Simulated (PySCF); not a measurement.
Computed magnetic data of one metal complex (SC-NEVPT2 in the d shell, PySCF, with spin-orbit coupling):

| T / K | χT / cm³ K mol⁻¹ | μeff / μB |
| --- | --- | --- |
| 2 | 4.516 | 6.01 |
| 5 | 4.539 | 6.03 |
| 10 | 4.578 | 6.05 |
| 20 | 4.654 | 6.10 |
| 30 | 4.731 | 6.15 |
| 50 | 4.875 | 6.24 |
| 75 | 5.007 | 6.33 |
| 100 | 5.082 | 6.38 |
| 150 | 5.116 | 6.40 |
| 200 | 5.069 | 6.37 |
| 250 | 4.989 | 6.32 |
| 300 | 4.900 | 6.26 |

Powder magnetisation at 2 K: 1.70 μB at 0.5 T, 2.47 μB at 1 T, 2.88 μB at 2 T, 2.97 μB at 3 T, 3.03 μB at 5 T, 3.06 μB at 7 T.

Task: Which of these complexes, all computed at model or optimised geometries, gave the data?
A. Fe(CH3)2 (d6, linear)
B. [Mn(H2O)6]3+ (d4, octahedral)
C. [Fe(SH)4]2- (d6, tetrahedral)
D. [MnBr4]- (d4, tetrahedral)

Result: A. Fe(CH3)2 (d6, linear) has NEVPT2: 2S+1 = 5, 6.26 μB at 300 K, 6.05 μB at 10 K, 3.06 μB at 7 T. The others: [Fe(SH)4]2- (d6, tetrahedral) has NEVPT2: 2S+1 = 5, 5.10 μB at 300 K, 4.83 μB at 10 K, 2.96 μB at 7 T; [Mn(H2O)6]3+ (d4, octahedral) has NEVPT2: 2S+1 = 5, 4.86 μB at 300 K, 4.37 μB at 10 K, 2.78 μB at 7 T; [MnBr4]- (d4, tetrahedral) has NEVPT2: 2S+1 = 5, 4.83 μB at 300 K, 3.54 μB at 10 K, 1.97 μB at 7 T.
